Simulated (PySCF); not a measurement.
Species: C7H10F (doublet state).
SMILES with atom numbers: `[CH3:1][C@@H:2]1[C:3]2[CH2:4][CH2:5][C@H:6]2[C@H:7]1[F:8]` (hydrogens: H9, H10, H11 on C1; H12 on C2; H13, H14 on C4; H15, H16 on C5; H17 on C6; H18 on C7)

The calculation used UKS B3LYP, pcH-1 on C F H, non-relativistic, mean-field spin-orbit, GIAO in PySCF. Isolated species at its GFN2-xTB geometry, gas phase. The geometry wasn't refined by DFT: couplings that depend on bond lengths, twists or pyramidal angles can differ widely from those at the functional's own minimum. Stability of the SCF solution: not tested.

What is the g tensor, term by term?

```
                    Δg (ppm)     1     2     3
relativistic mass correction  -162  -162  -162
            gauge correction    13    28    27
   orbital Zeeman/spin–orbit  -120   459  1012
                       total  -269   325   877
```

So g = 2.00205, 2.00264, 2.00320 and g_iso = 2.00263; the tensor is rhombic: the two nearest values differ by 48 % of g3 − g1. 

What are the electron Larmor frequencies g μB B/h along the three axes at 340 mT?

9.5272, 9.5300, 9.5327 GHz for g1, g2 and g3, a range of 5.5 MHz.

At 9.706 GHz, how far is the centre of the isotropic spectrum from where a free electron (g = 2.002319) resonates?

B = hν/(g μB) with μB/h = 13.99624 MHz/mT gives 346.33 mT for the free electron and 346.28 mT at g_iso, 0.05 mT lower.

Average each term over the three axes. Which is largest in size?

The orbital-Zeeman/spin–orbit term 450, the mass correction -162 and the gauge correction 23 ppm, for a total of 311 ppm. The orbital-Zeeman/spin–orbit term is the largest in size. The mass correction is the same along every axis, so the anisotropy comes from the other two: their spans along these axes are 15 (gauge) and 1132 ppm (orbital Zeeman/spin–orbit).

In a frozen sample, at which fields do the three g values resonate at 9.5, 34, 94 and 263 GHz (hyperfine left aside), and which band first spreads them over more than twice a line width of 0.3 mT?

```
band    GHz  B(g3) mT  B(g2) mT  B(g1) mT  spread mT
   X    9.5    338.84    338.93    339.03       0.19
   Q   34.0   1212.67   1213.01   1213.37       0.69
   W   94.0   3352.69   3353.61   3354.60       1.92
   J  263.0   9380.39   9382.97   9385.76       5.37
```

The spread grows in proportion to the frequency. Q band is the first where it exceeds 0.6 mT.

The largest Mulliken spin population is on C3 (+0.91). The angles at C3 add up to 307.1°, so it is pyramidal.

The HOMO–LUMO gaps are 6.63 eV among the α and 6.21 eV among the β orbitals.

On one thread, Arm Neoverse V2 (aarch64) (shared host), this took 87 s of wall time (grids of density and orbitals included) and 0.97 GiB of memory at its peak.
